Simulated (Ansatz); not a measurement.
CH5ClFNOSi, SMILES `N[Si@@H](Cl)[C@H](O)F`, relaxed with RKS PBE0-D4/def2-TZVP in the Gaussian-basis code of Ansatz from a PBE-D4/def2-SVP geometry. The force threshold is 0.005 eV/Å; the program also tests the step.

Total charge 0; spin multiplicity 1.

Start:

```xyz
11

N    -0.045   -0.576    1.690
Si   -0.147   -0.949    0.016
Cl   -1.998   -1.700   -0.654
C     0.063    0.749   -0.865
O     1.397    1.101   -0.846
F    -0.712    1.668   -0.107
H    -0.081   -1.296    2.414
H    -0.487    0.297    1.990
H     0.873   -1.973   -0.364
H    -0.381    0.771   -1.890
H     1.519    1.908   -1.384
```

(1) How much energy does the relaxation release, and in how many steps? (Best estimate.)

(2) Which bonds change most? (Best estimate.)

(3) Give the relaxed structure. (Best estimate.)

## Answers

(1) Computed: 6.19 kJ/mol, in 8 steps.

(2) Ansatz gave: Si2–Cl3 from 2.106 to 2.071 Å; N1–Si2 from 1.718 to 1.690 Å; C4–H10 from 1.117 to 1.097 Å; Si2–H9 from 1.495 to 1.477 Å.

(3) Ansatz gave: 
```xyz
11

N    -0.097   -0.593    1.695
Si   -0.161   -0.917    0.037
Cl   -1.963   -1.659   -0.664
C     0.058    0.752   -0.864
O     1.387    1.103   -0.858
F    -0.692    1.705   -0.156
H     0.002   -1.321    2.382
H    -0.548    0.229    2.065
H     0.860   -1.918   -0.331
H    -0.369    0.751   -1.874
H     1.523    1.866   -1.430
```
